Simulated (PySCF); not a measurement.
**Two-dimensional NMR puzzle**

Compound of formula C$_{6}$H$_{5}$F$_{3}$N$_{2}$. Correlations simulated from computed shifts and the bond graph:

HSQC (one-bond C–H):
| δH | δC |
| --- | --- |
| 9.77 | 154.6 |
| 7.58 | 125.3 |
| 3.31 | 23.4 |

COSY cross peaks (H two or three bonds apart, from the bond graph; peaks can be absent where the dihedral angle is near 90°):
| δH | δH |
| --- | --- |
| 9.77 | 7.58 |

HMBC (two and three bonds, from the bond graph):
| δH | δC |
| --- | --- |
| 9.77 | 131.6, 125.3 |
| 7.58 | 161.0, 154.6, 133.5, 131.6 |
| 3.31 | 161.0, 131.6 |

Carbons without hydrogens: δ 161.0, 133.5, 131.6.

- NMR shieldings at PBE0/pcSseg-1/GIAO
- geometry from GFN2-xTB
- run in PySCF 2.14.0 with density-fitted response routines
- single conformer, in vacuum, relativity neglected, fast rotation and ring inversion assumed for equivalent nuclei

Shifts are taken against calculated references (same method and geometry level): 1H and 13C vs TMS.

Exchangeable hydrogens are left out of these lists.

Task: Work out the connectivity.

Result: `InChI=1S/C6H5F3N2/c1-4-5(6(7,8)9)2-3-10-11-4/h2-3H,1H3`.

Mapped SMILES: `[CH3:1][c:2]1[n:3][n:4][cH:5][cH:6][c:7]1[C:8]([F:9])([F:10])[F:11]`. Each H is labelled by its parent atom.

δC 161.0 is C2, a substituted aromatic carbon next to a ring nitrogen. δC 154.6 is C5, an aromatic CH next to a ring nitrogen (δH 9.77). δC 133.5 is C8, a CF3 carbon. δC 131.6 is C7, a substituted aromatic carbon. δC 125.3 is C6, an aromatic CH (δH 7.58). δC 23.4 is C1, a methyl carbon on an aromatic ring (δH 3.31). HMBC from δH 9.77 reaches the proton-free carbon C7. HMBC from δH 7.58 reaches the proton-free carbons C2, C8, C7. HMBC from δH 3.31 reaches the proton-free carbons C2, C7. COSY links 9.77–7.58.

The shifts were computed for this structure.

Shifts are as computed. Against solution values, carbons near 30 ppm lie about +3 ppm off and those near 130 ppm about +5 ppm. Of 1211 compounds with measured shifts, 218 miss one by over three times the rms of a fit or turn the order of signals round; such compounds aren't used in these exercises.
